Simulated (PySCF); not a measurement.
Molecule: SMILES COc1cccnc1, C₆H₇NO.

Structure with atom numbers: `[CH3:1][O:2][c:3]1[cH:4][cH:5][cH:6][n:7][cH:8]1`. Each H is labelled by its parent atom.

Geometry PBE0-D3(BJ)/def2-SVP throughout; GIAO in PySCF 2.14, gas phase, one conformer, non-relativistic; equivalent atoms averaged; basis pcSseg-1.

For orientation, mPW1PW91 gives these shifts δ (against TMS, NH3 at the same level): C3 159.4, C6 147.4, C8 135.4, C5 128.8, C1 54.4, N7 366.7, H(C8) 8.17, H(C4) 7.25, H(C5) 7.14 ppm.

A run gave: C3 149.4, C6 138.5, C8 127.6, C5 120.8, C1 53.6, N7 340.7, H(C8) 8.15, H(C4) 7.08, H(C5) 7.07 ppm (shifts δ (against TMS, NH3 at the same level)).

Problem. Which functional was used in that run?
A. B97-2
B. LDA
C. B3LYP
D. wB97X-D
E. OPBE

Solution. E. C3 tells them apart best: OPBE gives 149.4, wB97X-D gives 160.9, B3LYP gives 161.1, LDA gives 163.0, B97-2 gives 156.2 ppm.
